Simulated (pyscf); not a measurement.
O=Cr(OH)–Cl (SMILES [O]=[Cr]([OH])[Cl]), singlet

Gas-phase minimum from PySCF at ωB97X-D3(BJ)/def2-SVP, one conformer. This is an excited spin state, 19.8 kcal/mol over the triplet at ωB97X-D3(BJ)/def2-TZVP. Other isomers of O=Cr(OH)–Cl [singlet] were not searched in full and may lie lower. 

SMILES: [OH][Cr](=[O])[Cl]
```xyz
5

O      1.1741     1.9195    -0.5353
Cr     0.1309     0.8374    -0.6731
O      0.2219    -0.6044     0.2558
Cl    -1.4459     1.1788    -2.0608
H      0.8771    -0.8774     0.9102
```
Charge 0, spin multiplicity 1.

Bonds (Å): O1–Cr2 1.509, Cr2–O3 1.717, Cr2–Cl4 2.128, O3–H5 0.965. Angles (°): O1–Cr2–O3 121.1, O1–Cr2–Cl4 117.2, O3–Cr2–Cl4 121.8, Cr2–O3–H5 129.8.

Properties at ωB97X-D3(BJ)/def2-SVP:

```yaml
harmonic_wavenumbers_unscaled: 94, 162, 255, 429, 487, 489, 826, 1230, 3909 cm⁻¹
zero_point_energy: 11.3 kcal/mol
rotational_symmetry_number: 1
Entropy of this conformer at 298 K and 1 atm, rigid rotor and harmonic oscillator, modes under 100 cm⁻¹ raised to 100: 320.7 J/(mol K)
dipole_moment: 2.78 D
```

Single-point totals, which compare only within one level (frozen core for MP2 and CC):

```tsv
level	total energy (hartree)
ωB97X-D3(BJ)/def2-TZVP	-1655.84260
PBE/def2-TZVP	-1655.33715
r²SCAN/def2-TZVP	-1655.76084
B3LYP-D3(BJ)/def2-TZVP	-1655.91214
PBE0-D3(BJ)/def2-TZVP	-1655.33003
M06-2X/def2-TZVP	-1655.69711
ωB97M-D3(BJ)/def2-TZVP	-1655.96326
HF/def2-TZVPP	-1653.12001
MP2/def2-TZVPP	-1654.42488
CCSD/def2-TZVPP	-1654.37574
CCSD(T)/def2-TZVPP	-1654.46020
```

Soft torsions are taken as harmonic, which can shift the entropy by several J/(mol K). A restricted singlet here is unstable towards spin polarisation, as is usual where a triplet lies low; its energy is less safe. The CCSD(T) − MP2 part came from Ansatz, without density fitting, on the same reference. The frozen core leaves the outer d or s,p core shells of the metals and heavy elements correlated in the MP2 and CC values, and def2-TZVPP describes them poorly, so these totals are far from the basis limit.
